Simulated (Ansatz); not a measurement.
The inner images of a band of C2H6BN (10 atoms, charge 0, multiplicity 1) are given out of order.

Theory: RKS r2SCAN/6-31G in Ansatz.

Initial state:

```xyz
10
Properties=species:S:1:pos:R:3
C -0.591 1.672 -0.658
C -0.087 0.750 0.189
B 0.084 -0.742 -0.202
N 0.609 -1.676 0.707
H -0.900 1.395 -1.666
H -0.716 2.721 -0.392
H 0.206 1.090 1.190
H -0.231 -1.130 -1.296
H 0.731 -2.652 0.481
H 0.896 -1.428 1.646
```

Final state:

```xyz
10
Properties=species:S:1:pos:R:3
C 0.011 1.563 -0.398
C -0.788 0.622 0.149
B -0.466 -0.904 0.158
N 0.861 -1.360 0.215
H 0.957 1.302 -0.874
H -0.251 2.621 -0.421
H -1.743 0.956 0.566
H -1.338 -1.729 0.110
H 1.107 -2.339 0.186
H 1.650 -0.732 0.308
```

**Question.** Put them in order from the first end to the last, with their energies above the first end.
A.
```xyz
10
Properties=species:S:1:pos:R:3
C -0.187 1.641 -0.581
C -0.602 0.647 0.229
B -0.339 -0.880 0.019
N 0.868 -1.471 0.419
H 0.393 1.443 -1.482
H -0.427 2.687 -0.393
H -1.210 0.932 1.097
H -1.170 -1.600 -0.469
H 1.059 -2.457 0.307
H 1.614 -0.943 0.854
```
B.
```xyz
10
Properties=species:S:1:pos:R:3
C -0.440 1.678 -0.667
C -0.354 0.693 0.249
B -0.146 -0.807 -0.121
N 0.735 -1.607 0.625
H -0.406 1.461 -1.734
H -0.513 2.731 -0.397
H -0.375 0.984 1.307
H -0.706 -1.315 -1.056
H 0.922 -2.573 0.400
H 1.284 -1.244 1.394
```
C.
```xyz
10
Properties=species:S:1:pos:R:3
C -0.031 1.586 -0.449
C -0.743 0.625 0.177
B -0.435 -0.901 0.090
N 0.865 -1.387 0.294
H 0.834 1.344 -1.067
H -0.301 2.641 -0.404
H -1.630 0.942 0.735
H -1.298 -1.700 -0.157
H 1.105 -2.366 0.222
H 1.634 -0.783 0.558
```
D.
```xyz
10
Properties=species:S:1:pos:R:3
C -0.361 1.674 -0.642
C -0.456 0.671 0.252
B -0.223 -0.839 -0.083
N 0.800 -1.559 0.554
H -0.130 1.483 -1.689
H -0.484 2.721 -0.368
H -0.679 0.944 1.291
H -0.897 -1.431 -0.883
H 0.988 -2.532 0.359
H 1.442 -1.131 1.209
```
E.
```xyz
10
Properties=species:S:1:pos:R:3
C -0.277 1.665 -0.598
C -0.542 0.651 0.247
B -0.283 -0.867 -0.038
N 0.856 -1.509 0.468
H 0.150 1.492 -1.586
H -0.479 2.705 -0.347
H -0.984 0.910 1.218
H -1.050 -1.534 -0.682
H 1.046 -2.489 0.310
H 1.562 -1.025 1.007
```
F.
```xyz
10
Properties=species:S:1:pos:R:3
C -0.519 1.679 -0.672
C -0.229 0.719 0.230
B -0.042 -0.773 -0.160
N 0.673 -1.649 0.674
H -0.668 1.434 -1.723
H -0.595 2.735 -0.412
H -0.079 1.031 1.271
H -0.481 -1.207 -1.192
H 0.841 -2.617 0.440
H 1.100 -1.352 1.543
```
G.
```xyz
10
Properties=species:S:1:pos:R:3
C -0.086 1.618 -0.516
C -0.684 0.632 0.184
B -0.387 -0.893 0.035
N 0.860 -1.428 0.385
H 0.681 1.408 -1.261
H -0.363 2.666 -0.404
H -1.480 0.926 0.878
H -1.224 -1.654 -0.372
H 1.079 -2.411 0.297
H 1.604 -0.864 0.774
```

**Answer.** F (+2.9 kJ/mol), B (+10.3 kJ/mol), D (+18.2 kJ/mol), E (+21.5 kJ/mol), A (+19.4 kJ/mol), G (+14.6 kJ/mol), C (+9.8 kJ/mol).

Run time: 16 min on 1 CPU thread of a shared host.
